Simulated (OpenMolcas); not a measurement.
A run on Co3+ with its 6 nearest bromide ions at 2.434 Å, on the Y site of Cs2NaYBr6 (a = 11.3047 Å, distance in the model lattice 2.765 Å). The rest of the host is ab initio model potentials to 7.6 Å, with orthogonalisation functions on the cations behind the ligands, and point charges beyond; the distance is set by hand and nothing relaxes. Ligand basis ANO-RCC-VDZP.
```
Co    0.0000    0.0000    0.0000
Br    2.4340    0.0000    0.0000
Br    0.0000    2.4340    0.0000
Br   -2.4340    0.0000    0.0000
Br    0.0000   -2.4340    0.0000
Br    0.0000    0.0000    2.4340
Br    0.0000    0.0000   -2.4340
```

```
Program             : OpenMolcas
Method              : CASSCF
Basis               : ANO-RCC-VDZP [5s4p2d1f]
Scalar Hamiltonian  : DKH2, point nucleus
Active space        : 6 electrons in 5 orbitals (3d)
State averaging     : 2S+1 = 5 even, 5 roots; 2S+1 = 3 even, 45 roots; 2S+1 = 1 even, 50 roots
Spin-orbit coupling : state interaction with AMFI integrals over the reference wave functions
```

220 basis functions. Blocks (2S+1, parity, CSFs, roots kept): 5, even, 5, 5; 3, even, 45, 45; 1, even, 50, 50.

**Question.** How long do the RASSCF and RASSI steps take on 1 thread of Arm Neoverse V1, with other jobs on the host?

**Answer.** About 2.8 min of wall time, without the integral step.
